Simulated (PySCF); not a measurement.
HO3W (SMILES [O]=[W](=[O])[OH]), doublet, geometry from GFN2-xTB (such geometries of metal compounds can be far from the true shape) (the multiplicity is a formal guess) (core potentials on W); PBE0/def2-SV(P) (PySCF).

The PySCF input:
```python
from pyscf import gto, scf, dft

mol = gto.M(
    atom='''
W     0.01456069   -0.01714219    0.01285306
O     1.58355816   -0.43195623   -0.47574771
O    -0.52698380   -0.81194065    1.40841009
O    -0.99842751    1.17544104   -0.88133481
H    -1.54266621    1.81616908   -1.36174677
''',
    basis='def2-sv(p)',
    ecp={'W': 'def2-sv(p)'},
    spin=1,
    verbose=4,
)

mf = dft.UKS(mol)
mf.xc = 'pbe0'
mf.kernel()
```

What the program printed (banner, timings and long lists left out):

```
PySCF version 2.14.0

[INPUT] verbose = 4
[INPUT] num. atoms = 5
[INPUT] num. electrons = 39
[INPUT] charge = 0
[INPUT] spin (= nelec alpha-beta = 2S) = 1
[INPUT] symmetry False subgroup None
[INPUT] Mole.unit = angstrom
[INPUT] Symbol           X                Y                Z      unit          X                Y                Z       unit  Magmom
[INPUT]  1 W      0.014560690000  -0.017142190000   0.012853060000 AA    0.027515716285  -0.032394044275   0.024288763263 Bohr   0.0
[INPUT]  2 O      1.583558160000  -0.431956230000  -0.475747710000 AA    2.992491224720  -0.816278972500  -0.899032876289 Bohr   0.0
[INPUT]  3 O     -0.526983800000  -0.811940650000   1.408410090000 AA   -0.995855054083  -1.534345457901   2.661509341174 Bohr   0.0
[INPUT]  4 O     -0.998427510000   1.175441040000  -0.881334810000 AA   -1.886754549131   2.221261641174  -1.665481414946 Bohr   0.0
[INPUT]  5 H     -1.542666210000   1.816169080000  -1.361746770000 AA   -2.915216638521   3.432062157103  -2.573328446311 Bohr   0.0

nuclear repulsion = 145.952776928741
number of shells = 31
number of NR pGTOs = 126
number of NR cGTOs = 69
basis = def2-sv(p)
ecp = {'W': 'def2-sv(p)'}

******** <class 'pyscf.dft.uks.UKS'> ********
method = UKS
initial guess = minao
damping factor = 0
level_shift factor = 0
DIIS = <class 'pyscf.scf.diis.CDIIS'>
diis_start_cycle = 1
diis_space = 8
diis_damp = 0
SCF conv_tol = 1e-09
SCF conv_tol_grad = None
SCF max_cycles = 50
direct_scf = True
direct_scf_tol = 1e-13
number electrons alpha = 20  beta = 19
XC library pyscf.dft.libxc version 7.1.2
    S. Lehtola, C. Steigemann, M. J. T. Oliveira, and M. A. L. Marques,  SoftwareX 7, 1–5 (2018)
XC functionals = pbe0
    C. Adamo and V. Barone,  J. Chem. Phys. 110, 6158 (1999)
    M. Ernzerhof and G. E. Scuseria,  J. Chem. Phys. 110, 5029 (1999)
radial grids:
    Treutler-Ahlrichs [JCP 102, 346 (1995); DOI:10.1063/1.469408] (M4) radial grids

becke partition: Becke, JCP 88, 2547 (1988); DOI:10.1063/1.454033
pruning grids: <function nwchem_prune>
grids dens level: 3
symmetrized grids: False
atomic radii adjust function: <function treutler_atomic_radii_adjust>
small_rho_cutoff = 0
Set gradient conv threshold to 3.16228e-05
tot grids = 76368
init E= -280.636285639539

cycle= 1 E= -292.473166823964  delta_E= -11.8  |g|= 1.12  |ddm|= 5.16

cycle= 2 E= -287.468867742504  delta_E=    5  |g|= 3.36  |ddm|= 3.46
cycle= 3 E= -292.827382037898  delta_E= -5.36  |g|= 0.594  |ddm|= 3.13
cycle= 4 E= -292.957931715409  delta_E= -0.131  |g|= 0.239  |ddm|= 0.579
cycle= 5 E= -292.978325692053  delta_E= -0.0204  |g|= 0.0679  |ddm|= 0.22
cycle= 6 E= -292.980530930383  delta_E= -0.00221  |g|= 0.00947  |ddm|= 0.0766
cycle= 7 E= -292.980611876698  delta_E= -8.09e-05  |g|= 0.00304  |ddm|= 0.0139
cycle= 8 E= -292.980636825516  delta_E= -2.49e-05  |g|= 0.00144  |ddm|= 0.00874
cycle= 9 E= -292.980646132002  delta_E= -9.31e-06  |g|= 0.000597  |ddm|= 0.00751
cycle= 10 E= -292.980646887083  delta_E= -7.55e-07  |g|= 0.000477  |ddm|= 0.00228
cycle= 11 E= -292.980646970163  delta_E= -8.31e-08  |g|= 0.000353  |ddm|= 0.000687
cycle= 12 E= -292.980647029291  delta_E= -5.91e-08  |g|= 3.31e-05  |ddm|= 0.000344
cycle= 13 E= -292.980647031277  delta_E= -1.99e-09  |g|= 7.06e-06  |ddm|= 0.000103
cycle= 14 E= -292.980647031352  delta_E= -7.51e-11  |g|= 3.07e-06  |ddm|= 1.76e-05
Extra cycle  E= -292.980647031357  delta_E= -5.23e-12  |g|= 5.46e-06  |ddm|= 6.69e-06
converged SCF energy = -292.980647031357  <S^2> = 0.76038426  2S+1 = 2.0103574
```
